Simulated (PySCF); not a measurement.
# TDDFT excited states: C3H8BrGeN

C₃H₈BrGeN.
SMILES: `[NH2][Ge@H]([Br])[CH]1CC1`

Computed, not measured: TDDFT wB97X-D/def2-SVPD, vertical, gas phase, core orbitals frozen in the response in PySCF. Isolated species at its PBE0-D3(BJ)/def2-SVP geometry (one conformer only). Relativistic effects, spin–orbit coupling among them, are left out although an element past zinc is present. Torsions of this conformer, `[NH2:1][Ge@H:2]([Br:3])[CH:4]1[CH2:5][CH2:6]1`: N1–Ge2–C4–C5 53°, H–N1–Ge2–Br3 -23°, H–N1–Ge2–Br3 -147°.

List the vertical singlet excitations with oscillator strengths and describe the spectrum.

| state | E (eV) | λ (nm) | ν̃ (cm⁻¹) | f | main configurations (H = HOMO, L = LUMO) |
| --- | --- | --- | --- | --- | --- |
| S1 | 6.46 | 192.0 | 52090 | 0.0084 | H→L (80%) |
| S2 | 6.62 | 187.3 | 53380 | 0.028 | H-1→L (85%) |
| S3 | 6.81 | 182.2 | 54900 | 0.044 | H→L+1 (46%), H-2→L (36%) |
| S4 | 6.94 | 178.7 | 55950 | 0.021 | H-2→L (46%), H→L+1 (19%), H→L (9%) |
| S5 | 7.70 | 161.0 | 62100 | 0.014 | H-3→L (42%), H-1→L+1 (27%) |
| S6 | 7.79 | 159.2 | 62810 | 0.035 | H→L+2 (57%), H→L+3 (12%), H-3→L (9%) |
| S7 | 7.89 | 157.2 | 63610 | 0.054 | H-3→L (34%), H-1→L+1 (28%), H-2→L+1 (12%) |
| S8 | 7.95 | 156.0 | 64100 | 0.106 | H-4→L (54%), H-1→L+1 (16%), H-1→L+3 (9%) |
| S9 | 8.05 | 154.1 | 64910 | 0.035 | H-1→L+2 (62%) |
| S10 | 8.17 | 151.8 | 65860 | 0.105 | H-2→L+1 (48%), H-1→L+2 (8%) |

Triplets (Tamm–Dancoff): T1 6.13 eV, H→L (38%), H-1→L (34%), H-2→L (15%); T2 6.23 eV, H-1→L (47%), H-2→L (19%), H→L (18%); T3 6.43 eV, H→L+1 (55%), H→L+2 (13%); T4 6.61 eV, H-2→L (48%), H→L (29%).

The lowest singlet comes at 192 nm (623 kJ/mol) in the vacuum ultraviolet; it is weak; its leading configuration is HOMO→LUMO (80%). The largest oscillator strength of a single state is 0.106. Löwdin shares by element: HOMO nitrogen 46%, germanium 13%, bromine 11%, hydrogen 9% or more (atoms not listed hold the other 22%); LUMO bromine 41%, germanium 29%, hydrogen 10% or more, carbon 6% or more. The listed states span 1.71 eV, and the widest gap between neighbours is 0.76 eV (S4 to S5). The oscillator strengths of these states sum to 0.450; summed over the whole spectrum of an exact calculation they would give the number of electrons, 100 (Thomas–Reiche–Kuhn). Weighted by f, the mean energy of these states is 7.71 eV. No computed singlet lies in the visible range (380 to 750 nm); the lowest, at 192 nm, stands 3.20 eV above its violet end (3.26 eV). All these states lie below the vertical ionisation energy of 9.74 eV (ΔSCF). Only the lowest 10 singlets were computed, as vertical energies without vibronic structure.

Time: 8.4 min wall. Hardware: one thread, Arm Neoverse N1, on a shared host.
